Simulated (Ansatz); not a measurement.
`C=C(F)I` → `F/C=C\I`  (isomerisation)

Program: Ansatz. Geometries: PBE0-D4/def2-TZVP. ΔE: electronic, gas phase. CBS: MP2 limit from def2 TZ/QZ plus the TZ coupled-cluster correction, frozen cores. DFT in def2-TZVPP. B3LYP here is the variant with VWN-RPA as its local correlation; programs differ in this. Elements past krypton have def2 core potentials. For I outer-core shells are correlated without core-valence functions, which leaves a few kJ/mol of doubt a bond.

| level | ΔE (kJ/mol) | difference from CCSD(T)/CBS |
| --- | --- | --- |
| PBE-D4 | -0.6 | 3.4 |
| r2SCAN-D4 | -0.4 | 3.6 |
| B3LYP-D4 | -2.9 | 1.1 |
| ωB97M-V | -3.1 | 0.9 |
| B2PLYP | -3.7 | 0.3 |
| r2SCAN | -0.4 | 3.6 |
| PBE0 | -3.4 | 0.6 |
| HF/def2-TZVPP | -9.9 | -5.9 |
| SCS-MP2/def2-TZVPP | -4.9 | -0.9 |
| CCSD/def2-TZVPP | -5.8 | -1.8 |
| CCSD(T)/def2-TZVPP | -4.7 | -0.7 |
| HF/def2-QZVPP | -10.2 | -6.2 |
| MP2/def2-QZVPP | -4.0 | 0.0 |
| SCS-MP2/def2-QZVPP | -4.7 | -0.7 |
| MP2/CBS(def2) | -3.6 | 0.4 |
| CCSD/CBS(def2) | -5.1 | -1.1 |
| CCSD(T)/CBS | -4.0 | 0 |

Largest T1 diagnostic among the species: 0.011.

In def2-TZVPP, CCSD(T) changes the Hartree–Fock value by +5.2 kJ/mol (the triples alone add +1.1 kJ/mol) and MP2 by +5.5 kJ/mol.
